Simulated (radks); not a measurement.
Values are calculated unless marked as measured or tabulated.
The selenium ion Se7+, 27 electrons, occupied as [Ar] 3d9 (the NIST ground configuration).

Level of theory: non-relativistic Kohn-Sham, SCAN, spin-unpolarised, spherical densities, point nucleus; meta-GGA in the generalised Kohn-Sham scheme (a radial shooting solver on a logarithmic mesh with Libxc functionals).

Energy parts (hartree):
part                       energy
total                 -2386.62694
kinetic                2385.39554
electron-nucleus      -5585.04222
Hartree                 896.73328
exchange-correlation    -83.71355

Orbitals (lengths in bohr, moments of r in powers of bohr):
| orbital | occ. | eigenvalue (hartree) | <r^4> |
|---|---|---|---|
| 1s | 2 | -457.9022 | 0.00001873 |
| 2s | 2 | -62.50634 | 0.003802 |
| 2p | 6 | -56.51229 | 0.002658 |
| 3s | 2 | -12.17531 | 0.2267 |
| 3p | 6 | -10.07522 | 0.2579 |
| 3d | 9 | -6.38148 | 0.3589 |

The highest occupied level is 3d at -173.65 eV. Summed over all electrons, <r^2> = 7.257 bohr^2, which gives a Langevin (diamagnetic) susceptibility term of -5.75 x 10^-6 cm^3/mol. The density falls to 0.001 e/bohr^3 at r = 1.91 bohr.
